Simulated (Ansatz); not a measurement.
Species: C₂H₈GeN (charge 0, doublet). It need not be the lowest isomer of its formula. 
Coordinates optimised at B3LYP-D3(BJ)/def2-TZVP (Ansatz, an electronic-structure program):
SMILES: C([N][GeH3])C
```xyz
12

C      2.9828    -0.0922     0.0275
C      1.5611     0.1646    -0.4567
N      0.5745    -0.2519     0.4969
Ge    -1.2191     0.0221     0.0310
H      3.1313    -1.1549     0.2223
H      3.1707     0.4496     0.9553
H      3.7134     0.2309    -0.7175
H      1.4278     1.2321    -0.7016
H      1.3906    -0.3520    -1.4177
H     -1.9517     0.4869     1.2981
H     -1.3780     1.0654    -1.1000
H     -1.7768    -1.3369    -0.4325
```
Charge 0, spin multiplicity 2.

Basis-set convergence of Hartree-Fock and CCSD(T) correlation energies (hartree) with Ansatz. Valence correlation only, unless marked. Open shells are spin-unrestricted. Spin-orbit coupling is left out. The frozen core is the preceding noble-gas configuration, with the filled d and f shells of earlier blocks. No relativistic terms.

```tsv
basis	functions	E(HF)	E(corr, CCSD(T))
cc-pVDZ	109	-2210.13437	-0.60405
cc-pVTZ	245	-2210.24828	-0.72966
cc-pVQZ	473	-2210.26148	-0.76759
```

Extrapolating the two largest sets (X = 3 and 4) as X^-3: E(corr) = (64·(-0.76759) - 27·(-0.72966))/37 = -0.7953 Eh, an estimate of the basis-set limit. The largest set recovers 96.5 % of it, the smallest 76.0 %.
